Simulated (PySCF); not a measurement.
A GIAO shielding run with PySCF (density fitting, non-relativistic, gas phase) on SMILES C=C[C@@H]1CC[C@H](B(O)O)C1, C7H13BO2:

```
{"job": {"kind": "nmr", "xc": "PBE0", "basis": "pcSseg-1"}, "charge": 0, "multiplicity": 1}
C      3.647714     0.758146    -0.530373
C      2.377533     0.689804    -0.931982
C      1.287907    -0.069251    -0.250112
C      0.645481    -1.169199    -1.122678
C     -0.829186    -1.271355    -0.671749
C     -0.999421    -0.262075     0.478195
B     -2.418416     0.400979     0.626709
O     -2.837395     0.768786     1.874331
O     -3.151977     0.622913    -0.504807
C      0.085543     0.783285     0.173867
H      4.395029     1.334598    -1.081936
H      3.986368     0.236285     0.370824
H      2.077958     1.226907    -1.843166
H      1.700625    -0.536047     0.661407
H      0.707601    -0.884529    -2.185848
H      1.194468    -2.117649    -1.026254
H     -1.105932    -2.290434    -0.361418
H     -1.500641    -1.005364    -1.502087
H     -0.731247    -0.741679     1.435422
H     -3.691902     1.209051     1.907527
H     -3.990707     1.073937    -0.372597
H      0.311251     1.447549     1.022001
H     -0.228532     1.422178    -0.672373
```

Hardware: 1 thread of an Arm Neoverse V2, shared host. The job also computes population analyses, field gradients.

**Question.** How large is the calculation?

**Answer.** 76 electrons, 235 basis functions and 1209 auxiliary functions.

**Question.** How long does it take?

**Answer.** 42 s of wall time, with 14 SCF cycles and 5 response iterations. Times on a shared host scatter by some tens of per cent.

**Question.** And these other runs on the same molecule and hardware: GIAO shielding at B97-2/pcSseg-1?

**Answer.** B97-2/pcSseg-1: 235 functions, 41 s.
